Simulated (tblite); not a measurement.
C5H11F2NSi.
Structure used (GFN2-xTB), in Å, numbered top down from 1:
```xyz
20
C5H11F2NSi angstrom
C     -0.933   -1.590   -0.254
C     -0.162   -0.325   -0.610
N     -1.040    0.817   -0.716
Si    -2.319    1.230    0.359
C      0.932   -0.078    0.424
C      2.291   -0.686    0.246
F      2.962   -1.135    1.342
C      2.114    0.790    0.090
F      2.213    1.303   -1.169
H     -1.728   -1.750   -0.976
H     -1.372   -1.498    0.735
H     -0.265   -2.448   -0.264
H      0.320   -0.468   -1.588
H     -0.567    1.587   -1.165
H     -3.379    0.231    0.222
H     -1.931    1.291    1.780
H     -2.744    2.550   -0.097
H      0.564    0.009    1.439
H      2.512   -1.297   -0.620
H      2.529    1.477    0.816
```

Calculated harmonic vibrations of the isolated species, GFN2-xTB (tblite), most abundant isotopes, no scaling. This tight-binding method is rough: wavenumbers can miss measured ones by several per cent, in bad cases by 10 to 20. Modes of hydrogen on silicon can be 10 to 20 % off. One conformer, not necessarily the lowest.

Harmonic wavenumbers (cm⁻¹): 34.7, 55.3, 103.5, 135.3, 185.7, 205.2, 247.6, 252.8, 299.0, 332.9, 357.9, 445.9, 472.5, 507.9, 585.8, 605.4, 634.1, 766.1, 782.6, 815.9, 833.7, 850.8, 912.7, 929.4, 969.1, 997.2, 1011.9, 1066.4, 1082.9, 1100.2, 1136.5, 1141.3, 1188.7, 1197.8, 1223.7, 1260.4, 1296.0, 1325.0, 1369.5, 1403.5, 1430.8, 1482.7, 1492.6, 2155.5, 2249.9, 2285.6, 2885.7, 3041.7, 3048.5, 3051.7, 3056.7, 3057.4, 3067.7, 3447.9.

A = 2101, B = 748.9, C = 654.7 MHz; mass 151.063 u (most abundant isotopes); point group C1, symmetry number 1.

Question: What is the zero-point energy?

Answer: ½Σν̃ = 32939 cm⁻¹ = 94.18 kcal/mol.

Question: Entropy at 200 K, 1 bar (ideal gas, RRHO, classical rotation)?

Answer: Translation 38.99, rotation 28.93, vibration 22.09: S = 90.0 cal/(mol K).

Question: And Cp and H(200 K) − H(0)?

Answer: Cp = 31.65 cal/(mol K), of which vibrations give 23.70 (their classical limit is 54 R = 107.3); H(200 K) − H(0) = 3.97 kcal/mol without the zero-point energy, 2.38 from vibrations.

Question: Blend soft modes into free rotors: weight 1/[1 + (100 cm⁻¹/ν̃)⁴] for the oscillator and the rest for a rotor with moment μB/(μ + B), μ = h/(8π²ν), B = 10⁻⁴⁴ kg m². What vibrational entropy results?

Answer: 20.15 cal/(mol K) in place of 22.09, which changes −T·S at 200 K by +0.39 kcal/mol.

Question: How do the functions run with temperature in this model?

Answer: 
| T (K) | S (cal/(mol K)) | Cp (cal/(mol K)) | H − H(0) (kcal/mol) | G − H(0) (kcal/mol) | ln q(vib) |
| --- | --- | --- | --- | --- | --- |
| 100 | 72.5 | 20.1 | 1.37 | -5.88 | 2.16 |
| 300 | 105.0 | 43.2 | 7.71 | -23.80 | 8.12 |
| 500 | 132.1 | 63.1 | 18.46 | -47.56 | 14.02 |
| 800 | 166.1 | 81.4 | 40.42 | -92.47 | 22.44 |
| 1000 | 185.2 | 89.1 | 57.52 | -127.64 | 27.61 |

q(vib) and H(0) count from the zero-point level.

Question: What must be added to the electronic energy to get the Gibbs energy at 200 K and 1 bar?

Answer: ZPE + [H(200 K) − H(0)] − T·S = 94.18 + 3.97 − 18.00 = 80.15 kcal/mol.

Hindered rotation and anharmonicity are outside this model. Other conformers, if any are populated, would add a mixing term that is left out. The structure is chiral; the term R ln 2 for an equal mix with its mirror image is left out.
